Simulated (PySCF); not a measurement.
# Polarisability and C₆ of Pb⁺ (lead, charge +1)

[Xe] 4f14 5d10 6s2 6p1, 2P determinant. Computed with PySCF 2.14 in aug-cc-pwCVTZ-DK3 (11s10p8d5f1g, 125 functions), with scalar relativity by spin-free X2C-1e. Coupled (time-dependent) response in atomic units; α is the mean over directions.

| method | mean α (bohr³) | α xx, yy, zz | C₆ (like pair) | S(−4) |
| --- | --- | --- | --- | --- |
| PBE | 27.77 | 23.92, 35.47, 23.92 | 238.0 | 280.9 |

S(−4) is the Cauchy moment in α(ω) = α(0) + S(−4) ω² + …

Spin-orbit coupling is absent.

α(iu) at PBE:

```csv
u (hartree),α(iu) (bohr³)
0,27.77
0.0500,27.09
0.100,25.33
0.200,20.66
0.300,16.48
0.500,11.01
0.750,7.471
1.00,5.558
1.50,3.564
2.00,2.529
3.00,1.476
5.00,0.6784
```

A single London oscillator, α(iu) = α/(1 + u²/ω²), gives C₆ = (3/4) ω α². Matching the computed C₆ needs ω = 4 × 238.0 / (3 × 27.77²) = 0.411 hartree.

For an ion, C₆ is the dispersion term alone; charge-induced terms of lower order in 1/R come first.

The components differ because the open shell of this determinant is not spherical; for a pure term their mean is the scalar polarisability.

Spin-orbit coupling, absent here, splits the open shell strongly.
